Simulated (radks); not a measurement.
Values are calculated unless marked as measured or tabulated.
Species: the antimony ion Sb4+. Configuration: [Kr] 4d10 5s1 (the NIST ground configuration).

Level of theory: scalar-relativistic Kohn-Sham, PBE, spin-polarised, spherical densities, point nucleus; open shells are filled with parallel spins first (spin-orbit coupling, left out, can overturn this in heavy ions) (a radial shooting solver on a logarithmic mesh with Libxc functionals).

Energy parts (Ry):
| part | energy |
|---|---|
| total | -12956.08892 |
| kinetic | 13551.27718 |
| electron-nucleus | -31186.80563 |
| Hartree | 5017.33174 |
| exchange-correlation | -337.89220 |

Orbitals (lengths in bohr, moments of r in powers of bohr):
orbital  occ.  eigenvalue (Ry)     <r^2>
1s up       1        -2230.654  0.001094
1s down     1        -2230.650  0.001094
2s up       1        -342.1336   0.01773
2s down     1        -342.1317   0.01773
2p up       3        -307.4711   0.01401
2p down     3        -307.4689   0.01401
3s up       1        -69.62676    0.1249
3s down     1        -69.62307    0.1249
3p up       3        -58.32787    0.1254
3p down     3        -58.32410    0.1254
3d up       5        -41.08963    0.1106
3d down     5        -41.08630    0.1106
4s up       1        -14.08991    0.7060
4s down     1        -14.08081    0.7050
4p up       3        -10.62871    0.8257
4p down     3        -10.61686    0.8231
4d up       5         -5.58828     1.205
4d down     5         -5.56361     1.191
5s up       1         -3.70162     4.244
5s down     0         -3.60973     4.221

The highest occupied level is 5s up at -50.363 eV. For comparison, the ionisation energy in NIST's Atomic Spectra Database is 55.0 eV (semi-empirical). In exact Kohn-Sham theory the highest level is minus the ionisation energy, but local and semilocal functionals leave it too shallow, through self-interaction and a potential that decays too fast; potentials with the right tail come closer. The density falls to 0.001 e/bohr^3 at r = 3.13 bohr. Summed over all electrons, <r^2> = 24.81 bohr^2, which gives a Langevin (diamagnetic) susceptibility term of -19.6 x 10^-6 cm^3/mol. Spin moment in Bohr magnetons: 1.
